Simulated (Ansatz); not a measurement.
Cartesian coordinates in Å:
```
N -0.9795 1.1375 -1.1317
Cu -0.1373 0.0122 0.0165
O 0.6827 -1.3314 1.1856
H -0.3103 1.6937 -1.6569
H -1.5406 1.8146 -0.6214
H 0.6925 -2.2108 0.7928
H 1.5925 -1.1159 1.4151
```

Total charge 0; spin multiplicity 1.

(1) List the ωB97M-V/def2-TZVPP orbital energies in eV (Ansatz). (Best estimate.)

## Answers

(1) Computed: Occupied: -8803.71, -1062.59, -929.28, -929.24, -929.24, -528.62, -392.13, -120.73, -79.05, -78.83, -78.81, -33.49, -23.70, -19.84, -16.76, -14.48, -13.60, -11.46, -10.27, -9.87, -9.87, -9.79, -8.68, -7.51. Lowest empty: 0.57, 2.46, 2.81, 3.78, 4.27, 4.75, 5.50, 5.76.
